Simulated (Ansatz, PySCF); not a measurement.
This Ansatz (an electronic-structure program) input computes a B3LYP/def2-TZVPD energy:

Ansatz 0.2 input:
```yaml
crystal:
  periodic: [false, false, false]
  atoms:
    - {symbol: Pb, position_ang: [-0.00401327, -0.00597620, 0.77553755]}
    - {symbol: Br, position_ang: [1.13908989, -1.67066389, -0.91554448]}
    - {symbol: Br, position_ang: [-1.12968736, 1.68466528, -0.90142922]}
basis:
  gaussian:
    orbitals: def2-TZVPD
hamiltonian:
  xc: {name: B3LYP}
output: {forces: true}
```

Q: Write an input for the same energy in PySCF and say what it gives.

A: 
```python
from pyscf import gto, scf, dft

mol = gto.M(
    atom='''
    Pb   -0.00401327   -0.00597620    0.77553755
    Br    1.13908989   -1.67066389   -0.91554448
    Br   -1.12968736    1.68466528   -0.90142922
    ''',
    basis='def2-tzvpd',
    ecp='def2-tzvp',
    charge=0,
    spin=0,
    verbose=4,
)

mf = dft.RKS(mol, xc='b3lyp').density_fit(auxbasis='def2-universal-jkfit')
mf.grids.level = 3
mf.conv_tol = 1e-9
mf.max_cycle = 100
mf.max_memory = 1500
mf.kernel()
if not mf.converged:
    mf = mf.newton()
    mf.kernel(mf.make_rdm1())
mf.analyze()
```
It gives -5341.44040 Eh, and Ansatz -5341.44036 Eh, a difference of 0.04 mEh, from the treatment of integrals and grids.
